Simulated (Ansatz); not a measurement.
Si$_{2}$H$_{7}$Cl$_{2}$O$_{2}$F, closed shell: a nudged elastic band.

The input file, in.yaml:

```yaml
crystal:
  periodic: [false, false, false]
  atoms:
    - {symbol: Si, position_ang: [-0.451681, -0.499997, -0.273356]}
    - {symbol: Si, position_ang: [-0.855615, -1.755025, 1.650148]}
    - {symbol: Cl, position_ang: [-1.896117, -0.197293, -1.717501]}
    - {symbol: Cl, position_ang: [0.427059, -2.312662, -1.261790]}
    - {symbol: O, position_ang: [1.137043, 0.226276, -0.791942]}
    - {symbol: H, position_ang: [0.046359, 2.655084, -0.413033]}
    - {symbol: F, position_ang: [-0.674182, 0.995156, 0.459220]}
    - {symbol: H, position_ang: [1.433941, 3.342405, -0.494116]}
    - {symbol: O, position_ang: [0.852490, 2.726177, -0.947445]}
    - {symbol: H, position_ang: [-1.651701, -1.001760, 2.656424]}
    - {symbol: H, position_ang: [0.465254, -2.095116, 2.245855]}
    - {symbol: H, position_ang: [-1.563512, -3.005900, 1.282734]}
    - {symbol: H, position_ang: [1.564748, -0.317088, -1.470876]}
    - {symbol: H, position_ang: [1.165914, 1.239746, -0.924520]}
basis:
  gaussian: {orbitals: def2-SVP}
hamiltonian: {xc: pbe0, dispersion: d4}
neb:
  images: 5
  climbing: true
  max_iterations: 40
  initial_path: idpp
  final_atoms:
    - {symbol: Si, position_ang: [-0.841435, -0.965757, -2.068837]}
    - {symbol: Si, position_ang: [0.086390, -0.335575, 2.485626]}
    - {symbol: Cl, position_ang: [-0.146364, -1.082480, -3.968717]}
    - {symbol: Cl, position_ang: [0.424916, -2.013974, -0.861865]}
    - {symbol: O, position_ang: [-1.045190, 0.532043, -1.557832]}
    - {symbol: H, position_ang: [1.354057, 1.332967, 0.266718]}
    - {symbol: F, position_ang: [-2.241774, -1.687686, -2.037245]}
    - {symbol: H, position_ang: [1.342577, 0.206053, 1.887151]}
    - {symbol: O, position_ang: [1.122504, 1.762636, -0.564412]}
    - {symbol: H, position_ang: [-0.078195, 0.283462, 3.824849]}
    - {symbol: H, position_ang: [0.218275, -1.805191, 2.611269]}
    - {symbol: H, position_ang: [-1.056321, 0.025405, 1.614160]}
    - {symbol: H, position_ang: [-0.268300, 1.040696, -1.238204]}
    - {symbol: H, position_ang: [1.128859, 2.707400, -0.392860]}
```

Command:

```bash
ansatz run in.yaml --threads 4 --pin off --events-out ev --progress --plain --max-ram 66560MiB --backend cpu
```

What Ansatz 0.2.0 printed:

```
Functional definition: PBE0
  name "PBE0"
  cite "Adamo & Barone, J. Chem. Phys. 110, 6158 (1999) doi:10.1063/1.478522"
  cite "Perdew, Burke & Ernzerhof, Phys. Rev. Lett. 77, 3865 (1996) doi:10.1103/PhysRevLett.77.3865"
  parent pbe
  parameter a = 0.25
  parameter kappa = 0.804
  parameter beta = 0.06672455060314922
  exchange = (1 - a)*pbe_x(kappa = kappa, mu = beta*pi^2/3) + a*exact_x
  correlation = pbe_c(beta = beta)
1498 factors; integrals over basis functions are off by at most 4.0e-4 eV
mean field evaluation 1: about -47684.3631 eV, gradient 5.9e1 eV
mean field evaluation 2: about -47680.9552 eV, gradient 7.5e1 eV
mean field evaluation 4: about -47690.0565 eV, gradient 1.8e0 eV
mean field evaluation 8: about -47690.0790 eV, gradient 8.1e-2 eV
mean field evaluation 16: about -47690.0790 eV, gradient 1.2e-5 eV
mean field -47690.07899220 eV, -1752.5780774669 hartree, gradient 1.2e-5 eV, S^2 0.000000; 0 other end points of the search recorded, 0 dependent functions left out
the calculation of the forces begins
reference -47690.07902283 eV, -1752.5780785923 hartree; 47, 47 occupied and 102, 102 virtual orbitals, 1498 factors
1484 factors; integrals over basis functions are off by at most 1.2e-3 eV
mean field evaluation 32: about -47691.0393 eV, gradient 5.3e-5 eV
mean field -47691.03934755 eV, -1752.6133698751 hartree, gradient 5.1e-5 eV, S^2 0.000000; 0 other end points of the search recorded, 0 dependent functions left out
the calculation of the forces begins
reference -47691.03937876 eV, -1752.6133710220 hartree; 47, 47 occupied and 102, 102 virtual orbitals, 1484 factors
WARN: NEB end point (image 0): max|allowed force component| = 6.582e-1 eV/Å (the criterion of neb.relax_end_points is 1.000e-2). That is over neb.f_tol: it is no minimum, so the barrier can be far off. Relax it first
WARN: NEB end point (image 6): max|allowed force component| = 7.301e-1 eV/Å (the criterion of neb.relax_end_points is 1.000e-2). That is over neb.f_tol: it is no minimum, so the barrier can be far off. Relax it first
1498 factors; integrals over basis functions are off by at most 7.5e-4 eV
mean field -47686.45258537 eV, -1752.4448094738 hartree, gradient 3.0e-5 eV, S^2 0.000000; 0 other end points of the search recorded, 0 dependent functions left out
the calculation of the forces begins
reference -47686.45261728 eV, -1752.4448106464 hartree; 47, 47 occupied and 102, 102 virtual orbitals, 1498 factors
1499 factors; integrals over basis functions are off by at most 1.1e-3 eV
mean field evaluation 64: about -47682.3467 eV, gradient 3.2e-2 eV
mean field -47682.34667388 eV, -1752.2939200096 hartree, gradient 1.0e-5 eV, S^2 0.000000; 0 other end points of the search recorded, 0 dependent functions left out
the calculation of the forces begins
reference -47682.34670620 eV, -1752.2939211975 hartree; 47, 47 occupied and 102, 102 virtual orbitals, 1499 factors
1500 factors; integrals over basis functions are off by at most 1.3e-3 eV
mean field -47681.71304756 eV, -1752.2706346721 hartree, gradient 3.5e-5 eV, S^2 0.000000; 0 other end points of the search recorded, 0 dependent functions left out
the calculation of the forces begins
reference -47681.71308025 eV, -1752.2706358732 hartree; 47, 47 occupied and 102, 102 virtual orbitals, 1500 factors
1500 factors; integrals over basis functions are off by at most 1.4e-3 eV
mean field evaluation 96: about -47683.5743 eV, gradient 8.9e0 eV
mean field -47684.00812369 eV, -1752.3549771640 hartree, gradient 8.5e-5 eV, S^2 0.000000; 0 other end points of the search recorded, 0 dependent functions left out
the calculation of the forces begins
reference -47684.00815661 eV, -1752.3549783739 hartree; 47, 47 occupied and 102, 102 virtual orbitals, 1500 factors
1492 factors; integrals over basis functions are off by at most 1.3e-3 eV
mean field -47688.09757312 eV, -1752.5052616585 hartree, gradient 3.0e-5 eV, S^2 0.000000; 0 other end points of the search recorded, 0 dependent functions left out
the calculation of the forces begins
reference -47688.09760595 eV, -1752.5052628651 hartree; 47, 47 occupied and 102, 102 virtual orbitals, 1492 factors
NEB iter   1: max|band force component| = 5.440e0 eV/Å  barrier→ = 8.3724 eV  barrier← = 9.2942 eV  Δτ_max = 0.2000 Å  (226 SCF iters)
NEB iter   2: max|band force component| = 3.384e0 eV/Å  barrier→ = 6.0658 eV  barrier← = 6.9875 eV  Δτ_max = 0.2000 Å  (174 SCF iters)
NEB iter   3: max|band force component| = 7.768e0 eV/Å  barrier→ = 5.2985 eV  barrier← = 6.2202 eV  Δτ_max = 0.1010 Å  (169 SCF iters)
NEB iter   4: max|band force component| = 2.605e0 eV/Å  barrier→ = 4.6027 eV  barrier← = 5.5245 eV  Δτ_max = 0.2000 Å  (146 SCF iters)
NEB iter   5: max|band force component| = 2.935e0 eV/Å  barrier→ = 3.8116 eV  barrier← = 4.7334 eV  Δτ_max = 0.1017 Å  (142 SCF iters)
NEB iter   6: max|band force component| = 2.920e0 eV/Å  barrier→ = 3.4029 eV  barrier← = 4.3247 eV  Δτ_max = 0.2000 Å  (143 SCF iters)
NEB iter   7: max|band force component| = 2.250e0 eV/Å  barrier→ = 2.5762 eV  barrier← = 3.4980 eV  Δτ_max = 0.2000 Å  (139 SCF iters)
NEB iter   8: max|band force component| = 2.550e0 eV/Å  barrier→ = 2.1778 eV  barrier← = 3.0996 eV  Δτ_max = 0.1003 Å  (137 SCF iters)
NEB iter   9: max|band force component| = 1.459e0 eV/Å  barrier→ = 1.8460 eV  barrier← = 2.7678 eV  Δτ_max = 0.2000 Å  (142 SCF iters)
NEB iter  10: max|band force component| = 2.011e0 eV/Å  barrier→ = 1.3646 eV  barrier← = 2.2864 eV  Δτ_max = 0.2000 Å  (146 SCF iters)
NEB iter  11: max|band force component| = 1.964e0 eV/Å  barrier→ = 0.6825 eV  barrier← = 1.6042 eV  Δτ_max = 0.2000 Å  (143 SCF iters)
NEB iter  12: max|band force component| = 1.365e0 eV/Å  barrier→ = 0.4830 eV  barrier← = 1.4048 eV  Δτ_max = 0.2000 Å  (141 SCF iters)
NEB iter  13: max|band force component| = 7.553e-1 eV/Å  barrier→ = 0.5379 eV  barrier← = 1.4597 eV  Δτ_max = 0.2000 Å  (141 SCF iters)
NEB iter  14: max|band force component| = 9.528e-1 eV/Å  barrier→ = 0.6510 eV  barrier← = 1.5728 eV  Δτ_max = 0.0999 Å  (142 SCF iters)
NEB iter  15: max|band force component| = 6.437e-1 eV/Å  barrier→ = 0.6502 eV  barrier← = 1.5720 eV  Δτ_max = 0.1002 Å  (142 SCF iters)
NEB iter  16: max|band force component| = 5.954e-1 eV/Å  barrier→ = 0.6013 eV  barrier← = 1.5230 eV  Δτ_max = 0.1008 Å  (139 SCF iters)
NEB iter  17: max|band force component| = 3.845e-1 eV/Å  barrier→ = 0.5969 eV  barrier← = 1.5187 eV  CI = image 2  Δτ_max = 0.1995 Å  (142 SCF iters)
NEB iter  18: max|band force component| = 1.824e0 eV/Å  barrier→ = 0.7305 eV  barrier← = 1.6522 eV  CI = image 2  Δτ_max = 0.1026 Å  (140 SCF iters)
NEB iter  19: max|band force component| = 1.651e0 eV/Å  barrier→ = 0.8009 eV  barrier← = 1.7226 eV  CI = image 2  Δτ_max = 0.2000 Å  (143 SCF iters)
NEB iter  20: max|band force component| = 1.651e0 eV/Å  barrier→ = 0.9717 eV  barrier← = 1.8934 eV  CI = image 2  Δτ_max = 0.2000 Å  (133 SCF iters)
NEB iter  21: max|band force component| = 1.026e0 eV/Å  barrier→ = 1.2374 eV  barrier← = 2.1592 eV  CI = image 2  Δτ_max = 0.1940 Å  (139 SCF iters)
NEB iter  22: max|band force component| = 6.771e0 eV/Å  barrier→ = 1.9050 eV  barrier← = 2.8267 eV  CI = image 2  Δτ_max = 0.1002 Å  (142 SCF iters)
NEB iter  23: max|band force component| = 2.808e0 eV/Å  barrier→ = 1.5628 eV  barrier← = 2.4846 eV  CI = image 2  Δτ_max = 0.2000 Å  (141 SCF iters)
NEB iter  24: max|band force component| = 1.656e0 eV/Å  barrier→ = 1.6472 eV  barrier← = 2.5689 eV  CI = image 2  Δτ_max = 0.2000 Å  (141 SCF iters)
NEB iter  25: max|band force component| = 1.159e0 eV/Å  barrier→ = 1.6141 eV  barrier← = 2.5359 eV  CI = image 2  Δτ_max = 0.1970 Å  (141 SCF iters)
NEB iter  26: max|band force component| = 9.840e-1 eV/Å  barrier→ = 1.5589 eV  barrier← = 2.4807 eV  CI = image 2  Δτ_max = 0.1982 Å  (140 SCF iters)
NEB iter  27: max|band force component| = 6.249e-1 eV/Å  barrier→ = 1.4489 eV  barrier← = 2.3706 eV  CI = image 2  Δτ_max = 0.1700 Å  (141 SCF iters)
NEB iter  28: max|band force component| = 5.073e-1 eV/Å  barrier→ = 1.3665 eV  barrier← = 2.2882 eV  CI = image 2  Δτ_max = 0.1767 Å  (142 SCF iters)
NEB iter  29: max|band force component| = 4.979e-1 eV/Å  barrier→ = 1.2996 eV  barrier← = 2.2213 eV  CI = image 2  Δτ_max = 0.0904 Å  (141 SCF iters)
NEB iter  30: max|band force component| = 5.503e-1 eV/Å  barrier→ = 1.2929 eV  barrier← = 2.2146 eV  CI = image 2  Δτ_max = 0.0908 Å  (139 SCF iters)
NEB iter  31: max|band force component| = 3.579e-1 eV/Å  barrier→ = 1.3064 eV  barrier← = 2.2282 eV  CI = image 2  Δτ_max = 0.1064 Å  (139 SCF iters)
NEB iter  32: max|band force component| = 4.827e-1 eV/Å  barrier→ = 1.3127 eV  barrier← = 2.2345 eV  CI = image 2  Δτ_max = 0.1800 Å  (136 SCF iters)
NEB iter  33: max|band force component| = 3.877e-1 eV/Å  barrier→ = 1.3659 eV  barrier← = 2.2877 eV  CI = image 2  Δτ_max = 0.0926 Å  (141 SCF iters)
NEB iter  34: max|band force component| = 4.551e-1 eV/Å  barrier→ = 1.3914 eV  barrier← = 2.3132 eV  CI = image 2  Δτ_max = 0.0967 Å  (139 SCF iters)
NEB iter  35: max|band force component| = 3.740e-1 eV/Å  barrier→ = 1.4288 eV  barrier← = 2.3505 eV  CI = image 2  Δτ_max = 0.0717 Å  (131 SCF iters)
NEB iter  36: max|band force component| = 3.981e-1 eV/Å  barrier→ = 1.4474 eV  barrier← = 2.3691 eV  CI = image 2  Δτ_max = 0.1820 Å  (142 SCF iters)
NEB iter  37: max|band force component| = 5.136e-1 eV/Å  barrier→ = 1.5098 eV  barrier← = 2.4316 eV  CI = image 2  Δτ_max = 0.1812 Å  (140 SCF iters)
NEB iter  38: max|band force component| = 6.310e-1 eV/Å  barrier→ = 1.5700 eV  barrier← = 2.4918 eV  CI = image 2  Δτ_max = 0.2000 Å  (141 SCF iters)
NEB iter  39: max|band force component| = 7.579e-1 eV/Å  barrier→ = 1.6303 eV  barrier← = 2.5520 eV  CI = image 2  Δτ_max = 0.1998 Å  (136 SCF iters)
NEB iter  40: max|band force component| = 8.339e-1 eV/Å  barrier→ = 1.6075 eV  barrier← = 2.5292 eV  CI = image 2  Δτ_max = 0.1996 Å  (140 SCF iters)
Error: NEB band did not converge after 40 iterations: max|band force component| = 8.34e-1 eV/Å (threshold 5.0e-2); raise `neb.max_iterations` in a new run, which can start from the last band evaluated (`neb.initial_path`, with `crystal.atoms` and `neb.final_atoms` set to its first and last images), add images, or start from endpoints closer to local minima. Where this run's directory can be resumed (`checkpoint.write`), a resume goes on for up to `neb.max_iterations` more; to start a new run from the last band, take its images' positions from the `neb_iteration` event of iteration 40 (`data.images[].positions_ang`), in the event stream of the run that computed that iteration (not this run's, if it was resumed behind it). With `checkpoint.write`, `steps/00-neb/state/checkpoint.json` in the run directory holds the last saved band, under `neb.evaluated.images[].positions_ang` (a band under a hybrid functional on support functions is neither saved nor resumed: `neb.initial_path` says where its path is): check the last entry of `neb.iterations` there, which is earlier than 40 if that iteration was not saved or its write failed. If the band's step has no `state` directory and holds `state.next`, a write was cut short, and the file is under `state.next` instead (behind a loss of power it can be under `state.prev`)
a run's events are kept only if it was started with --events-out <file>, and are in that file

[the SCF lines of later steps are left out]
```

The lines “mean field evaluation” count trial sets of orbitals through the whole run, from several starts and some on an approximate energy, so they need not fall steadily or lie above the final value.

Hardware: 4 CPU threads of an AMD EPYC 7R13, shared host. Wall time 10 min; peak host memory 0.9 GiB.


The run did not converge within its limit.